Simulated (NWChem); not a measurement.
System: C$_{2}$H$_{4}$F$_{2}$ cation, doublet; SMILES of the neutral closed-shell parent C(F)(C)F

Here is an NWChem input.

```
start job
memory heap 200 mb stack 900 mb global 1100 mb
charge 1
geometry units angstroms noautoz
  C      0.000863     1.565236    -0.165608
  C     -0.000312    -0.217193     0.361484
  F     -1.086668    -0.706371    -0.135916
  F      1.084457    -0.708246    -0.137244
  H     -0.001776     1.411964    -1.246232
  H     -0.926854     1.919323     0.283805
  H      0.931624     1.916635     0.279592
  H      0.000468    -0.040924     1.450144
end
basis spherical
  * library def2-svp
end
dft
  odft
  mult 2
  xc scan
  grid xfine
  iterations 150
  mulliken
end
task dft gradient
```

NWChem printed, in part:

```
             Northwest Computational Chemistry Package (NWChem) 7.3.0
             --------------------------------------------------------

 CS  symmetry detected

                             Geometry "geometry" -> ""
                             -------------------------

 Output coordinates in angstroms (scale by  1.889725989 to convert to a.u.)

  No.       Tag          Charge          X              Y              Z
 ---- ---------------- ---------- -------------- -------------- --------------
    1 C                    6.0000    -0.11147772     1.55194780     0.00000000
    2 C                    6.0000     0.37066446    -0.24316206     0.00000000
    3 F                    9.0000    -0.13955662    -0.72060947    -1.08556311
    4 F                    9.0000    -0.13955662    -0.72060947     1.08556311
    5 H                    1.0000    -1.19561292     1.42587261     0.00000000
    6 H                    1.0000     0.34455093     1.89334207    -0.92924094
    7 H                    1.0000     0.34455093     1.89334207     0.92924094
    8 H                    1.0000     1.46340974    -0.09430069     0.00000000

 Effective nuclear repulsion energy (a.u.)     130.2673395788

      Symmetry information
      --------------------

 Group name             Cs
 Group number              2
 Group order               2
 No. of unique centers     6

                                 NWChem DFT Module
                                 -----------------

 Summary of "ao basis" -> "ao basis" (spherical)
 ------------------------------------------------------------------------------
       Tag                 Description            Shells   Functions and Types
 ---------------- ------------------------------  ------  ---------------------
 C                          def2-svp                 6       14   3s2p1d
 F                          def2-svp                 6       14   3s2p1d
 H                          def2-svp                 3        5   2s1p

      Symmetry analysis of basis
      --------------------------

        a'         47
        a"         29

            General Information
            -------------------
          SCF calculation type: DFT
          Wavefunction type:  spin polarized.
          No. of atoms     :     8
          No. of electrons :    33
           Alpha electrons :    17
            Beta electrons :    16
          Charge           :     1
          Spin multiplicity:     2
          Use of symmetry is: on ; symmetry adaption is: on
          Maximum number of iterations: 150
          AO basis - number of functions:    76
                     number of shells:    36
          Convergence on energy requested:  1.00D-06
          Convergence on density requested:  1.00D-05
          Convergence on gradient requested:  5.00D-04

              XC Information
              --------------
                         SCAN Method XC Functional
                  SCAN metaGGA Exchange Functional  1.000
                        SCAN Correlation Potential  1.000

             Grid Information
             ----------------
          Grid used for XC integration:  xfine
          Radial quadrature: Mura-Knowles
          Angular quadrature: Lebedev.
          Tag              B.-S. Rad. Rad. Pts. Rad. Cut. Ang. Pts.
          ---              ---------- --------- --------- ---------
          C                   0.70      100           8.0      1454
          F                   0.50      100          10.0      1454
          H                   0.35      100          10.0      1202
          Grid pruning is: on
          Number of quadrature shells:   600
          Spatial weights used:  Erf1

      Superposition of Atomic Density Guess
      -------------------------------------

 Sum of atomic energies:        -275.83175982

 Renormalizing density from      34.00 to     33

      Non-variational initial energy
      ------------------------------

 Total energy =    -271.978750
 1-e energy   =    -620.746334
 2-e energy   =     218.500245
 HOMO         =      -0.615787
 LUMO         =      -0.181649

   Symmetry analysis of molecular orbitals - initial alpha
   -------------------------------------------------------

  Numbering of irreducible representations:

     1 a'          2 a"

  Orbital symmetries:

     1 a'          2 a"          3 a'          4 a'          5 a'
     6 a"          7 a'          8 a'          9 a"         10 a'
    11 a'         12 a"         13 a"         14 a'         15 a"
    16 a'         17 a'         18 a'         19 a'         20 a'
    21 a"         22 a'         23 a"         24 a'         25 a'
    26 a"         27 a'

   Symmetry analysis of molecular orbitals - initial beta
   ------------------------------------------------------

  Numbering of irreducible representations:

     1 a'          2 a"

  Orbital symmetries:

     1 a'          2 a"          3 a'          4 a'          5 a'
     6 a"          7 a'          8 a'          9 a"         10 a'
    11 a'         12 a"         13 a"         14 a'         15 a"
    16 a'         17 a'         18 a'         19 a'         20 a'
    21 a"         22 a'         23 a"         24 a'         25 a'
    26 a"         27 a'

     ---------------------------------------------
      Total Density - Mulliken Population Analysis
     ---------------------------------------------

    Atom       Charge   Shell Charges
 -----------   ------   -------------------------------------------------------
    1 C    6     6.17   1.99  1.04  0.26  1.94  0.93  0.01
    2 C    6     5.11   1.99  0.94  0.25  1.37  0.44  0.12
    3 F    9     9.33   1.99  1.21  0.70  3.65  1.77  0.01
    4 F    9     9.33   1.99  1.21  0.70  3.65  1.77  0.01
    5 H    1     0.78   0.63  0.13  0.03
    6 H    1     0.79   0.63  0.13  0.03
    7 H    1     0.79   0.63  0.13  0.03
    8 H    1     0.72   0.58  0.12  0.02

     --------------------------------------------
      Spin Density - Mulliken Population Analysis
     --------------------------------------------

    Atom       Charge   Shell Charges
 -----------   ------   -------------------------------------------------------
    1 C    6     0.42   0.00  0.00 -0.00  0.29  0.13  0.00
    2 C    6     0.34   0.00  0.00  0.00  0.23  0.10  0.01
    3 F    9     0.05   0.00  0.00 -0.00  0.05  0.00  0.00
    4 F    9     0.05   0.00  0.00 -0.00  0.05  0.00  0.00
    5 H    1     0.03   0.02  0.01  0.00
    6 H    1     0.01   0.00  0.00  0.00
    7 H    1     0.01   0.00  0.00  0.00
    8 H    1     0.09   0.07  0.02  0.00

   convergence    iter        energy       DeltaE   RMS-Dens  Diis-err
 ---------------- ----- ----------------- --------- --------- ---------
 d= 0,ls=0.0,diis     1   -277.3953088984 -4.08D+02  1.28D-02  4.93D-01
                                                     1.31D-02  5.07D-01
 d= 0,ls=0.0,diis     2   -276.8478707946  5.47D-01  8.88D-03  2.20D+00
                                                     8.78D-03  2.01D+00
 d= 0,ls=0.0,diis     3   -277.5829868565 -7.35D-01  1.18D-03  5.34D-03
                                                     9.64D-04  4.48D-03
 d= 0,ls=0.0,diis     4   -277.5834849711 -4.98D-04  6.24D-04  3.85D-03
                                                     5.23D-04  3.41D-03
 d= 0,ls=0.0,diis     5   -277.5855075330 -2.02D-03  1.30D-04  9.55D-05
                                                     8.24D-05  7.00D-05
  Resetting Diis
 d= 0,ls=0.0,diis     6   -277.5855533313 -4.58D-05  2.88D-05  1.10D-05
                                                     2.62D-05  9.40D-06
 d= 0,ls=0.0,diis     7   -277.5855583991 -5.07D-06  6.83D-06  2.70D-07
                                                     7.89D-06  4.06D-07
 d= 0,ls=0.0,diis     8   -277.5855585897 -1.91D-07  4.52D-06  1.24D-07
                                                     3.94D-06  1.06D-07

         Total DFT energy =     -277.585558589734
      One electron energy =     -631.719599691846
           Coulomb energy =      256.615106506080
    Exchange-Corr. energy =      -32.748404982746
 Nuclear repulsion energy =      130.267339578778

 Numeric. integr. density =       33.000000029120

                  Occupations of the irreducible representations
                  ----------------------------------------------

                     irrep           alpha         beta
                     --------     --------     --------
                     a'               11.0         10.0
                     a"                6.0          6.0

                    DFT Final Alpha Molecular Orbital Analysis
                    ------------------------------------------

 Vector   15  Occ=1.000000D+00  E=-6.521692D-01  Symmetry=a'
              MO Center= -1.6D-01,  1.0D+00, -8.0D-14, r^2= 2.3D+00
   Bfn.  Coefficient  Atom+Function         Bfn.  Coefficient  Atom+Function
  ----- ------------  ---------------      ----- ------------  ---------------
     4      0.368953  1 C  px                57     -0.303564  5 H  s
     5      0.176707  1 C  py                62      0.176257  6 H  s
    67      0.176257  7 H  s                 72     -0.169887  8 H  s
    33     -0.157163  3 F  py                47     -0.157163  4 F  py
    32     -0.150824  3 F  px                46     -0.150824  4 F  px

 Vector   16  Occ=1.000000D+00  E=-6.479339D-01  Symmetry=a"
              MO Center=  1.8D-02,  9.0D-01, -1.1D-12, r^2= 2.6D+00
   Bfn.  Coefficient  Atom+Function         Bfn.  Coefficient  Atom+Function
  ----- ------------  ---------------      ----- ------------  ---------------
     6      0.395155  1 C  pz                62     -0.268139  6 H  s
    67      0.268139  7 H  s                 33     -0.229552  3 F  py
    47      0.229552  4 F  py                34      0.175791  3 F  pz
    48      0.175791  4 F  pz                 9      0.155146  1 C  pz
    36      0.146703  3 F  py                50     -0.146703  4 F  py

 Vector   17  Occ=1.000000D+00  E=-5.630663D-01  Symmetry=a'
              MO Center=  9.3D-02,  3.7D-01, -2.5D-16, r^2= 2.3D+00
   Bfn.  Coefficient  Atom+Function         Bfn.  Coefficient  Atom+Function
  ----- ------------  ---------------      ----- ------------  ---------------
     5      0.398376  1 C  py                19     -0.264292  2 C  py
    33     -0.242648  3 F  py                47     -0.242648  4 F  py
    18      0.224748  2 C  px                72      0.222148  8 H  s
     8      0.207102  1 C  py                32      0.183965  3 F  px
    46      0.183965  4 F  px                36      0.173500  3 F  py

 Vector   18  Occ=0.000000D+00  E=-2.602427D-01  Symmetry=a'
              MO Center=  1.1D-01,  6.6D-01, -1.9D-15, r^2= 2.0D+00
   Bfn.  Coefficient  Atom+Function         Bfn.  Coefficient  Atom+Function
  ----- ------------  ---------------      ----- ------------  ---------------
     8      0.661550  1 C  py                19      0.591023  2 C  py
    22      0.586766  2 C  py                 5      0.473286  1 C  py
    17      0.459470  2 C  s                  3     -0.340841  1 C  s
    16      0.260722  2 C  s                 18     -0.188815  2 C  px
     4     -0.152635  1 C  px                 7     -0.152868  1 C  px

 Vector   19  Occ=0.000000D+00  E=-1.535205D-01  Symmetry=a'
              MO Center=  9.8D-01,  5.5D-01,  2.0D-13, r^2= 3.8D+00
   Bfn.  Coefficient  Atom+Function         Bfn.  Coefficient  Atom+Function
  ----- ------------  ---------------      ----- ------------  ---------------
    73     -1.233188  8 H  s                  3      1.147009  1 C  s
    17      0.848840  2 C  s                 58     -0.584771  5 H  s
    63     -0.533007  6 H  s                 68     -0.533007  7 H  s
    21      0.449743  2 C  px                16      0.447411  2 C  s
     2      0.275890  1 C  s                 18      0.253852  2 C  px

 Vector   20  Occ=0.000000D+00  E=-1.159591D-01  Symmetry=a"
              MO Center=  5.1D-01, -1.5D-01,  1.5D-15, r^2= 1.9D+00
   Bfn.  Coefficient  Atom+Function         Bfn.  Coefficient  Atom+Function
  ----- ------------  ---------------      ----- ------------  ---------------
    23      1.166351  2 C  pz                31      0.617996  3 F  s
    45     -0.617996  4 F  s                 20      0.566343  2 C  pz
    35      0.211439  3 F  px                49     -0.211439  4 F  px
    32     -0.188627  3 F  px                36      0.187707  3 F  py
    46      0.188627  4 F  px                50     -0.187707  4 F  py

                     DFT Final Beta Molecular Orbital Analysis
                     -----------------------------------------

 Vector   14  Occ=1.000000D+00  E=-6.574705D-01  Symmetry=a'
              MO Center= -1.4D-01,  2.8D-01, -2.6D-12, r^2= 2.6D+00
   Bfn.  Coefficient  Atom+Function         Bfn.  Coefficient  Atom+Function
  ----- ------------  ---------------      ----- ------------  ---------------
    32      0.319031  3 F  px                46      0.319031  4 F  px
     4      0.299320  1 C  px                57     -0.251496  5 H  s
    35     -0.204412  3 F  px                49     -0.204412  4 F  px
    72      0.165491  8 H  s                  7      0.159251  1 C  px
    33      0.118374  3 F  py                47      0.118374  4 F  py

 Vector   15  Occ=1.000000D+00  E=-6.440515D-01  Symmetry=a'
              MO Center= -6.8D-02,  7.2D-01, -1.1D-12, r^2= 2.6D+00
   Bfn.  Coefficient  Atom+Function         Bfn.  Coefficient  Atom+Function
  ----- ------------  ---------------      ----- ------------  ---------------
     4      0.328191  1 C  px                57     -0.275159  5 H  s
    72     -0.205829  8 H  s                 32     -0.204678  3 F  px
    46     -0.204678  4 F  px                62      0.166804  6 H  s
    67      0.166804  7 H  s                 33     -0.164893  3 F  py
    47     -0.164893  4 F  py                18     -0.157594  2 C  px

 Vector   16  Occ=1.000000D+00  E=-6.405177D-01  Symmetry=a"
              MO Center=  1.5D-02,  8.3D-01,  3.6D-12, r^2= 2.7D+00
   Bfn.  Coefficient  Atom+Function         Bfn.  Coefficient  Atom+Function
  ----- ------------  ---------------      ----- ------------  ---------------
     6      0.382364  1 C  pz                62     -0.269748  6 H  s
    67      0.269748  7 H  s                 33     -0.264938  3 F  py
    47      0.264938  4 F  py                36      0.173946  3 F  py
    50     -0.173946  4 F  py                34      0.155892  3 F  pz
    48      0.155892  4 F  pz                 9      0.140256  1 C  pz

 Vector   17  Occ=0.000000D+00  E=-4.952625D-01  Symmetry=a'
              MO Center=  9.3D-02,  4.4D-01, -1.9D-15, r^2= 2.2D+00
   Bfn.  Coefficient  Atom+Function         Bfn.  Coefficient  Atom+Function
  ----- ------------  ---------------      ----- ------------  ---------------
     5      0.371564  1 C  py                19     -0.314553  2 C  py
    33     -0.236196  3 F  py                47     -0.236196  4 F  py
    18      0.217032  2 C  px                 8      0.215918  1 C  py
    72      0.203134  8 H  s                 36      0.178704  3 F  py
    50      0.178704  4 F  py                32      0.148718  3 F  px

[...]

                         DFT ENERGY GRADIENTS

    atom               coordinates                        gradient
                 x          y          z           x          y          z
   1 C      -0.210662   2.932756   0.000000   -0.002988   0.006521   0.000000
   2 C       0.700454  -0.459510   0.000000    0.017403   0.002266   0.000000
   3 F      -0.263724  -1.361754  -2.051417   -0.004467  -0.004131  -0.010951
   4 F      -0.263724  -1.361754   2.051417   -0.004467  -0.004131   0.010951
   5 H      -2.259381   2.694509   0.000000    0.004873   0.002313   0.000000
   6 H       0.651107   3.577898  -1.756011   -0.002358  -0.000789   0.004302
   7 H       0.651107   3.577898   1.756011   -0.002358  -0.000789  -0.004302
   8 H       2.765443  -0.178202   0.000000   -0.005638  -0.001260   0.000000
```

Level: SCAN/def2-SVP, spin-unrestricted. The geometry was optimised at B3LYP/6-31G* (spherical d), spin-unrestricted. The spin multiplicity was typed, not searched, and may not be the lowest. No stability test was run on the SCF state.
